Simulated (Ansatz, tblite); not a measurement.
Cost and result up the ladder for CuAg2 (3 atoms). Charge 0, multiplicity 2. Geometry: PBE-D4/def2-TZVP.

```xyz
3

Ag    1.1888   -1.1338    1.4472
Ag   -0.5002    1.0406   -1.8601
Cu   -0.6885    0.0932    0.4129
```

Ansatz on 4 threads of Intel Xeon on a shared host; xTB runs through tblite on one thread. Times are rough, summed over both states, and most runs start from the orbitals of an earlier one. PBE-QIDH/def2-TZVP serves as the yardstick here, not as an exact answer. The other state is a quartet at its own geometry, which has other bonds, so the gap mixes isomer and spin.

In the def2 sets Ag takes a core potential; there is no spin–orbit coupling. The xTB rows come from tblite. LC-ωPBE has ω = 0.4 bohr⁻¹. B3LYP takes the VWN-RPA correlation. Correlated methods freeze 9 core orbitals; core or outer-core shells of Ag are correlated, in sets that lack core-valence functions. The structure comes from a short search, and lower isomers may exist.

Run but left out: HF/STO-3G (doublet: ⟨S²⟩ 4.04, where a pure state has 0.75).

Correlated methods converge slowly with the basis.

xTB has no spin-polarisation term.

| level | functions | wall time | quartet − doublet (eV) | difference from PBE-QIDH/def2-TZVP (eV) | remarks |
| --- | --- | --- | --- | --- | --- |
| GFN1-xTB | 27 | 0.006 s | 2.67 | 0.61 | – |
| GFN2-xTB | 27 | 0.013 s | 2.09 | 0.03 | – |
| PBE-D4/def2-TZVP | 125 | 3.4 s | 2.21 | 0.15 | – |
| BLYP-D4/def2-TZVP | 125 | 3.8 s | 2.31 | 0.26 | – |
| B3LYP-D4/def2-TZVP | 125 | 5.6 s | 2.29 | 0.23 | – |
| RPA@PBE/def2-TZVP | 125 | 6.3 s | 1.77 | -0.29 | – |
| r2SCAN-D4/def2-TZVP (with forces) | 125 | 7.1 s | 2.03 | -0.03 | – |
| LC-ωPBE/def2-TZVP | 125 | 7.6 s | 1.93 | -0.13 | – |
| PBE-QIDH/def2-TZVP | 125 | 8.2 s | 2.06 | 0.00 | – |
| r2SCAN0-D4/def2-TZVP | 125 | 9.6 s | 2.00 | -0.06 | – |
| PBE0-D4/def2-TZVP | 125 | 13 s | 2.14 | 0.08 | – |
| CCSD(T)/def2-TZVP | 125 | 43 s | 2.10 | 0.04 | spin-contaminated (⟨S²⟩ 0.84) (doublet) |
